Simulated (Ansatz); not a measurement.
A search over several starts for the lowest SCF solution of Li3Sn⁺ at the given spin, in a small basis.

```yaml
crystal:
  periodic: [false, false, false]
  atoms:
    - {symbol: Li, position_ang: [1.458569, -0.354410, 2.240444]}
    - {symbol: Li, position_ang: [0.240611, -1.730201, -2.053781]}
    - {symbol: Li, position_ang: [-1.699314, 2.084742, -0.186719]}
    - {symbol: Sn, position_ang: [0.000134, -0.000131, 0.000057]}
basis:
  gaussian: {orbitals: def2-SVP}
total_charge: 1
magnetization: {spin_polarized: true, initial_magnetization: 0}
hamiltonian: {xc: pbe0, dispersion: d4}
output: {orbitals: {seedname: orbitals}}
```

```sh
$ ansatz run in.yaml --threads 4 --pin off --events-out ev --progress --plain --max-ram 3916MiB
```

Shortened log:

```
Functional definition: PBE0
729 factors; integrals over basis functions are off by at most 2.6e-4 eV
mean field evaluation 1: about -6436.0411 eV, gradient 1.7e1 eV
mean field evaluation 2: about -6436.4801 eV, gradient 1.9e1 eV
mean field evaluation 4: about -6438.8901 eV, gradient 7.6e-1 eV
mean field evaluation 8: about -6438.9065 eV, gradient 1.2e-2 eV
mean field evaluation 16: about -6438.9200 eV, gradient 2.0e-1 eV
mean field evaluation 32: about -6438.9238 eV, gradient 1.8e-3 eV
mean field evaluation 64: about -6438.9238 eV, gradient 2.4e-3 eV
mean field evaluation 96: about -6438.9213 eV, gradient 1.2e-1 eV
mean field -6438.92384926 eV, -236.6260870009 hartree, gradient 4.9e-6 eV, S^2 0.287570; 8 other end points of the search recorded, 0 dependent functions left out
reference -6438.92389618 eV, -236.6260887253 hartree; 15, 15 occupied and 38, 38 virtual orbitals, 729 factors
Total energy: -6438.97215723 eV, -236.6278622861 hartree
```

It took 11 s on 4 threads of Arm Neoverse V1 on a shared host.

Other converged states that the search met: 0.02 eV higher (⟨S²⟩ = 0.00).

In the def2 sets Sn takes a core potential; there is no spin–orbit coupling. The unrestricted singlet has broken spin symmetry (⟨S²⟩ up to 0.29). The structure comes from a short search, and lower isomers may exist.
